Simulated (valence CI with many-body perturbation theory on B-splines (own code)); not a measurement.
# Energy levels of Pr LIV

Computed by valence CI with perturbative core correlation (CI+MBPT): four valence electrons over a frozen Dirac-Fock core [He], radial functions for each j: 11 s, 11 p, 10 d, 8 f, 5 g, 2 h, with the one-electron correlation potential Σ1 (screened to all orders), the two-electron term Σ2, the three-electron term Σ3, Breit, model QED; selected single and double excitations, second order for the rest, scaled by the run's own slope (own B-spline code, finite nucleus).

No measured spectrum was set against this ion. As an estimate, large intervals hold to a few tenths of a per cent, small ones and those within an open d or f shell to about a per cent. Among the levels kept, up to 850 cm⁻¹ of a level comes from second order outside the variational space, and about a tenth of that is noise between levels of different J, which matters for small intervals.

Levels 91 to 135 of 208, with energies above the lowest level, (2s^2 2p1/2^2) J=0. "Leading %" is the weight of the configuration and term that name the level; weights of strongly mixed levels are sums over their largest components and can fall short. In the jj column 3d3/2^4 stands for four electrons in 3d with j = 3/2.

| No. | Configuration | Term | J | E (eV) | Leading % | g | Second component | Leading jj |
| --- | --- | --- | --- | --- | --- | --- | --- | --- |
| 91 | 2s2p²3d | ³F | 3 | 7147.5 | 29 | 1.290 | 20 % 2s2p²3d ⁵P | 2s 2p1/2 2p3/2 3d3/2 (86 %) |
| 92 | 2s2p²3p | ³P° | 0 | 7148.9 | 81 |  | 19 % 2s2p²3p ¹S° | 2s 2p1/2 2p3/2 3p3/2 (100 %) |
| 93 | 2s2p²3d | ³D | 2 | 7151.8 | 31 | 1.327 | 17 % 2s2p²3d ⁵P | 2s 2p1/2 2p3/2 3d3/2 (91 %) |
| 94 | 2s2p²3p | ³D° | 2 | 7153.8 | 22 | 1.183 | 18 % 2s2p²3p ¹D° | 2s 2p1/2 2p3/2 3p3/2 (81 %) |
| 95 | 2s2p²3d | ⁵P | 1 | 7154.8 | 28 | 1.752 | 24 % 2s2p²3d ³P | 2s 2p1/2 2p3/2 3d3/2 (85 %) |
| 96 | 2s2p²3p | ³P° | 1 | 7156.8 | 48 | 1.193 | 25 % 2s2p²3p ¹P° | 2s 2p1/2 2p3/2 3p3/2 (98 %) |
| 97 | 2s2p²3p | ³P° | 1 | 7159.3 | 20 | 1.299 | 18 % 2s2p²3p ³S° | 2s 2p1/2 2p3/2 3p3/2 (70 %) |
| 98 | 2s2p²3d | ³F | 2 | 7160.4 | 31 | 1.253 | 20 % 2s2p²3d ⁵D | 2s 2p1/2 2p3/2 3d5/2 (95 %) |
| 99 | 2s2p²3d | ³F | 3 | 7169.1 | 47 | 1.258 | 18 % 2s2p²3d ⁵P | 2s 2p1/2 2p3/2 3d5/2 (84 %) |
| 100 | 2s2p²3d | ³D | 1 | 7173.9 | 30 | 1.041 | 16 % 2s2p²3d ³P | 2s 2p1/2 2p3/2 3d5/2 (85 %) |
| 101 | 2s2p²3d | ³G | 5 | 7175.9 | 58 | 1.266 | 42 % 2s2p²3d ⁵F | 2s 2p1/2 2p3/2 3d5/2 (99 %) |
| 102 | 2s2p²3d | ³F | 2 | 7186.2 | 53 | 1.024 | 36 % 2s2p²3d ³P | 2s 2p1/2 2p3/2 3d3/2 (58 %) |
| 103 | 2p³3p | ³D | 2 | 7189.0 | 18 | 1.189 | 16 % 2p³3p ³F | 2p1/2^2 2p3/2 3p1/2 (77 %) |
| 104 | 2p³3p | ³P | 1 | 7192.6 | 17 | 1.509 | 16 % 2p³3p ⁵P | 2p1/2^2 2p3/2 3p1/2 (75 %) |
| 105 | 2s2p²3d | ¹F | 3 | 7193.8 | 40 | 1.047 | 21 % 2s2p²3d ³G | 2s 2p1/2 2p3/2 3d3/2 (53 %) |
| 106 | 2s2p²3d | ³D | 3 | 7198.2 | 44 | 1.102 | 30 % 2s2p²3d ³G | 2s 2p1/2 2p3/2 3d5/2 (51 %) |
| 107 | 2s2p²3d | ³F | 4 | 7201.6 | 56 | 1.196 | 26 % 2s2p²3d ¹G | 2s 2p1/2 2p3/2 3d5/2 (92 %) |
| 108 | 2s2p²3d | ³D | 1 | 7203.3 | 62 | 0.698 | 11 % 2s2p²3d ³P | 2s 2p1/2 2p3/2 3d3/2 (88 %) |
| 109 | 2s2p²3d | ³D | 1 | 7206.4 | 63 | 0.834 | 8 % 2s2p²3d ¹P | 2s 2p1/2 2p3/2 3d5/2 (66 %) |
| 110 | 2s2p²3d | ¹D | 2 | 7210.2 | 32 | 1.021 | 25 % 2s2p²3d ³D | 2s 2p1/2 2p3/2 3d5/2 (57 %) |
| 111 | 2s2p²3d | ³P | 0 | 7214.2 | 89 |  | 9 % 2s2p²3d ¹S | 2s 2p1/2 2p3/2 3d5/2 (77 %) |
| 112 | 2s2p²3d | ¹D | 2 | 7221.0 | 34 | 1.007 | 17 % 2s2p²3d ³F | 2s 2p1/2 2p3/2 3d3/2 (83 %) |
| 113 | 2s2p²3d | ¹P | 1 | 7224.7 | 54 | 1.036 | 25 % 2s2p²3d ³P | 2s 2p1/2 2p3/2 3d3/2 (67 %) |
| 114 | 2s2p²3d | ¹S | 0 | 7226.8 | 52 |  | 46 % 2s2p²3d ³P | 2s 2p1/2 2p3/2 3d3/2 (78 %) |
| 115 | 2s2p²3d | ³D | 3 | 7238.8 | 41 | 1.227 | 27 % 2s2p²3d ³F | 2s 2p1/2 2p3/2 3d5/2 (97 %) |
| 116 | 2s2p²3d | ³F | 4 | 7243.3 | 43 | 1.114 | 32 % 2s2p²3d ³G | 2s 2p1/2 2p3/2 3d5/2 (100 %) |
| 117 | 2s2p²3d | ³P | 2 | 7253.5 | 47 | 1.207 | 19 % 2s2p²3d ³D | 2s 2p1/2 2p3/2 3d5/2 (97 %) |
| 118 | 2s2p²3d | ³P | 1 | 7254.5 | 47 | 1.443 | 26 % 2s2p²3d ³S | 2s 2p1/2 2p3/2 3d5/2 (98 %) |
| 119 | 2s2p²3d | ¹F | 3 | 7254.5 | 43 | 1.066 | 32 % 2s2p²3d ³F | 2s 2p1/2 2p3/2 3d5/2 (98 %) |
| 120 | 2s2p²3d | ³D | 2 | 7256.9 | 45 | 1.132 | 25 % 2s2p²3d ¹D | 2s 2p1/2 2p3/2 3d5/2 (98 %) |
| 121 | 2p³3p | ³D | 3 | 7339.7 | 47 | 1.335 | 26 % 2p³3p ⁵P | 2p1/2^2 2p3/2 3p3/2 (97 %) |
| 122 | 2p³3p | ³P | 1 | 7340.2 | 35 | 1.359 | 24 % 2p³3p ¹P | 2p1/2^2 2p3/2 3p3/2 (97 %) |
| 123 | 2p³3p | ³P | 2 | 7361.5 | 42 | 1.319 | 16 % 2p³3p ¹D | 2p1/2^2 2p3/2 3p3/2 (97 %) |
| 124 | 2s2p²3s | ⁵P | 3 | 7369.4 | 58 | 1.508 | 41 % 2s2p²3s ³D | 2s 2p3/2^2 3s (99 %) |
| 125 | 2p³3p | ³P | 0 | 7381.4 | 71 |  | 27 % 2p³3p ¹S | 2p1/2^2 2p3/2 3p3/2 (97 %) |
| 126 | 2s2p²3s | ³P | 2 | 7389.7 | 53 | 1.335 | 20 % 2s2p²3s ³D | 2s 2p3/2^2 3s (99 %) |
| 127 | 2p³3d | ³D° | 2 | 7397.2 | 32 | 1.032 | 20 % 2p³3d ³F° | 2p1/2^2 2p3/2 3d3/2 (97 %) |
| 128 | 2p³3d | ³F° | 3 | 7403.3 | 27 | 1.100 | 20 % 2p³3d ³D° | 2p1/2^2 2p3/2 3d3/2 (95 %) |
| 129 | 2p³3d | ³D° | 1 | 7406.7 | 32 | 1.108 | 27 % 2p³3d ³P° | 2p1/2^2 2p3/2 3d3/2 (98 %) |
| 130 | 2p³3d | ³P° | 0 | 7408.4 | 61 |  | 27 % 2p³3d ⁵D° | 2p1/2^2 2p3/2 3d3/2 (98 %) |
| 131 | 2p³3d | ³F° | 4 | 7439.9 | 49 | 1.250 | 26 % 2p³3d ⁵D° | 2p1/2^2 2p3/2 3d5/2 (98 %) |
| 132 | 2p³3d | ³D° | 2 | 7449.6 | 31 | 1.264 | 20 % 2p³3d ³P° | 2p1/2^2 2p3/2 3d5/2 (90 %) |
| 133 | 2s2p²3p | ³P° | 2 | 7450.6 | 26 | 1.526 | 21 % 2s2p²3p ⁵P° | 2s 2p3/2^2 3p1/2 (92 %) |
| 134 | 2s2p²3p | ³D° | 3 | 7453.8 | 43 | 1.294 | 18 % 2s2p²3p ⁵D° | 2s 2p3/2^2 3p1/2 (99 %) |
| 135 | 2s2p²3s | ³S | 1 | 7454.3 | 68 | 1.936 | 16 % 2s2p²3s ³P | 2s 2p3/2^2 3s (99 %) |

Where two levels of one J and parity lie close, their mixing, g and order are uncertain.
